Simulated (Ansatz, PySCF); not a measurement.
In(Cl)(vinyl)2 (C4H6ClIn), SMILES [Cl][In]([CH]=C)[CH]=C. Atoms are numbered in the order given.

```xyz
12

In    -0.0808     0.1446     0.0000
Cl     1.8804    -1.2405     0.0000
C      0.3842     2.2403     0.0000
C     -0.5542     3.2070     0.0000
H      1.4526     2.5213     0.0000
H     -0.2848     4.2800     0.0000
H     -1.6374     2.9923     0.0000
C     -1.8034    -1.1371     0.0000
C     -1.6283    -2.4728     0.0000
H     -2.8242    -0.7151     0.0000
H     -2.4838    -3.1739     0.0000
H     -0.6208    -2.9258     0.0000
```
Charge 0, spin multiplicity 1.

Geometry optimised at PBE-D3(BJ)/def2-SVP. The def2 effective core potentials stand for the cores of In; spin–orbit coupling is left out. One conformer was computed; it need not be the lowest.

Vertical ionisation energy (IE) and electron affinity (EA) in eV. Rows of orbital energies are one-electron estimates. Where ΔSCF, EOM or ADC give a negative EA the extra electron is unbound and the value depends on the basis.

```
level                                                                      IE    EA
----------------------------------------------------------------------  -----  ----
−ε(HOMO), −ε(LUMO), ωB97X/def2-TZVP (PySCF)                             10.08  0.05
ΔSCF, ωB97X-V/def2-SVPD (Ansatz), final states of multiplicity 2 and 2   9.97  0.19
```

Task: What vertical singlet–triplet gap does ΔSCF give with ωB97X-V/def2-SVPD (Ansatz, a first-principles code)? (The exact figures need the calculation; the answer reports its results.)

Result: 4.20 eV (triplet above singlet where positive).
